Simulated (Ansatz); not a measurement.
One change: `FCBI` becomes `BBCBI`.

Ansatz, PBE0-D4/def2-TZVP geometries, multiplicity 1. Each molecule was computed in one conformer, which needn't be the lowest.

Elements past krypton have def2 core potentials.

| property | `FCBI` |
| --- | --- |
| HOMO energy (PBE0/def2-TZVPP) / eV | -7.57 |
| size of the dipole moment (B3LYP/def2-TZVPP) / D | 1.81 |
| HOMO energy (PBE/def2-TZVPP) / eV | -6.42 |
| HOMO–LUMO gap (ωB97M-V/def2-TZVPP) / eV | 9.78 |
| ideal-gas entropy at 298 K and 1 bar (rigid rotor, harmonic PBE0-D4/def2-TZVP) / J/(mol·K) | 317 |
| LUMO energy (PBE/def2-TZVPP) / eV | -2.80 |

Task: Give the same properties after the change, and the shifts. (Best estimate.)

Result: Computed: 
```json
{"property": "HOMO energy (PBE0/def2-TZVPP) / eV", "`BBCBI`": "-7.41", "shift": "0.16"}
{"property": "size of the dipole moment (B3LYP/def2-TZVPP) / D", "`BBCBI`": "1.45", "shift": "-0.36"}
{"property": "HOMO energy (PBE/def2-TZVPP) / eV", "`BBCBI`": "-6.30", "shift": "0.12"}
{"property": "HOMO–LUMO gap (ωB97M-V/def2-TZVPP) / eV", "`BBCBI`": "9.35", "shift": "-0.43"}
{"property": "ideal-gas entropy at 298 K and 1 bar (rigid rotor, harmonic PBE0-D4/def2-TZVP) / J/(mol·K)", "`BBCBI`": "375", "shift": "58"}
{"property": "LUMO energy (PBE/def2-TZVPP) / eV", "`BBCBI`": "-3.06", "shift": "-0.26"}
```

With PBE0 the HOMO rises by 0.16 eV and the LUMO falls by 0.24 eV, so the gap narrows by about 0.40 eV. PBE moves the HOMO by 0.12 eV and ωB97M-V by 0.17 eV. The zero-point energy changes by 77.4 kJ/mol with +12 modes. Dipoles are sizes alone; their direction can turn. Modes under 60 cm⁻¹, often nearly free rotors, make the harmonic entropy too high.

B3LYP here is the variant with VWN-RPA as its local correlation; programs differ in this.

Spin–orbit coupling is left out; it splits and shifts lone-pair levels of the heavy atoms by tenths of an eV.
